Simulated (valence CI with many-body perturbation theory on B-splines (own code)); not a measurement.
# Se3+ in brief

Calculated by relativistic CI+MBPT: three valence electrons over a frozen Dirac-Fock core [Ar] 3d10, radial functions for each j: 11 s, 11 p, 9 d, 7 f, 5 g, 2 h, 1 i, with the one-electron correlation potential Σ1 (screened to all orders), the two-electron term Σ2, the three-electron term Σ3, Breit, model QED; selected single and double excitations, second order for the rest, scaled by the run's own slope (own B-spline code, finite nucleus).

Set against measurement, 16 paired levels are off by 168 cm⁻¹ on average, the worst by 454. These come from a selection out of Moore, Atomic Energy Levels, vol. II, NSRDS-NBS 35 (1971 reprint of NBS Circular 467, 1952), an old analysis. Levels without a partner in it may be off by more.

Rates and lifetimes use the calculated energies. Strong lines usually hold to 10 to 20 %, long lifetimes can be off by a factor of two.

**Question.** What is the ground level?

**Answer.** 4s²4p ²P°_1/2, composition 97 % 4s²4p ²P°, g = 0.666.

**Question.** Name the longest-lived excited levels whose lifetime is computed, and their main decay.

**Answer.** 4s²4p ²P°_3/2 at 4366 cm⁻¹ lives 1.33 s, mostly by M1 to 4s²4p ²P°_1/2; 4s4p² ⁴P_3/2 at 80937 cm⁻¹ lives 1.42 μs, mostly by E1 to 4s²4p ²P°_3/2. The lifetime of 4s4p4d ⁴F°_9/2 is too uncertain to give, and may be longer.

**Question.** What are the static dipole polarisabilities of the lowest levels?

**Answer.** 4s²4p ²P°_1/2 6.51; 4s²4p ²P°_3/2 6.63 (tensor 0.17) bohr³, of which the core gives 0.360.

**Question.** Where does the other parity begin?

**Answer.** At 4s4p² ⁴P_1/2, 79189 cm⁻¹.

**Question.** What is the ionisation energy?

**Answer.** 42.959 eV; NIST lists 42.947 eV (measured).
